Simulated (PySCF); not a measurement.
H$_{3}$Si$_{2}$, doublet, geometry from GFN2-xTB. Base run: BLYP/aug-cc-pVDZ (PySCF).

Here is a job for PySCF.
```python
from pyscf import gto, scf, dft

mol = gto.M(
    atom='''
Si    1.035832   -0.574106    0.027596
Si   -0.912794    0.450809   -0.023222
H     2.015103    0.574737    0.020044
H    -1.726506    1.690621   -0.060588
H    -2.011135   -0.539201   -0.020689
''',
    basis='aug-cc-pvdz',
    charge=0,
    spin=1,
    verbose=3,
)

mf = dft.UKS(mol)
mf.xc = 'blyp'
mf.kernel()
mf.analyze()
```

Variants of this job, named by their change:

```json
[
 {"change": "base", "ΔE vs base (mEh)": "0.000", "fitting functions": "-", "dipole (D)": "1.06"},
 {"change": "auxbasis = def2-svp-ri", "ΔE vs base (mEh)": "-896.1", "fitting functions": "166", "dipole (D)": "1.04"},
 {"change": "auxbasis = def2-universal-jkfit", "ΔE vs base (mEh)": "-0.095", "fitting functions": "310", "dipole (D)": "1.06"},
 {"change": "auxbasis = cc-pvtz-ri", "ΔE vs base (mEh)": "-27.021", "fitting functions": "334", "dipole (D)": "1.06"},
 {"change": "auxbasis = def2-universal-jfit", "ΔE vs base (mEh)": "-0.379", "fitting functions": "135", "dipole (D)": "1.06"},
 {"change": "auxbasis = cc-pvtz-jkfit", "ΔE vs base (mEh)": "-0.019", "fitting functions": "332", "dipole (D)": "1.06"},
 {"change": "auxbasis = even-tempered beta=3.0", "ΔE vs base (mEh)": "-1.002", "fitting functions": "370", "dipole (D)": "1.06"},
 {"change": "auxbasis = cc-pvdz-jkfit", "ΔE vs base (mEh)": "-0.031", "fitting functions": "293", "dipole (D)": "1.06"},
 {"change": "auxbasis = even-tempered beta=2.0", "ΔE vs base (mEh)": "-0.004", "fitting functions": "572", "dipole (D)": "1.06"},
 {"change": "auxbasis = default (with mf = mf.density_fit())", "ΔE vs base (mEh)": "-0.026", "fitting functions": "352", "dipole (D)": "1.06"}
]
```

A fitting set is made for a task (jfit for Coulomb, jkfit for Coulomb and exchange, ri for correlation) and for a family of orbital bases.

Open shells are given as the SCF converged; they aren't shown to be the lowest states, and a large step between rows can be another state.
